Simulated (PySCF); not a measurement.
Coordinates in bohr (charge 0 multiplicity 1):
```
Br    0.0000    0.0000   -0.5122
F     0.0000    0.0000    2.8295
F     3.4913    0.0000   -0.3481
F    -3.4913    0.0000   -0.3481
```

Computed with PySCF, PBE, basis Br def2-TZVP, F def2-TZVP (no relativity, density fitting).

This geometry of BrF3 is a stationary point at this level.

Problem. What is the point group?

Solution. C2v.

Problem. Is it a minimum?

Solution. Yes: all harmonic wavenumbers are real.

Problem. List the harmonic modes with their infrared intensities.

Solution. 
```
symmetry  ω (cm⁻¹)  IR (km/mol)
      a1       203         10.7
      b1       233         12.9
      b2       313          1.8
      a1       516          4.8
      b2       589          269
      a1       624         40.0
```

Problem. What is the atomisation energy, with and without zero-point energy?

Solution. 766 kJ/mol without, 751 kJ/mol with.

In C2v the vibrations span 3a1 + b1 + 2b2. Here b1 is antisymmetric to the molecular plane and b2 lies in it.
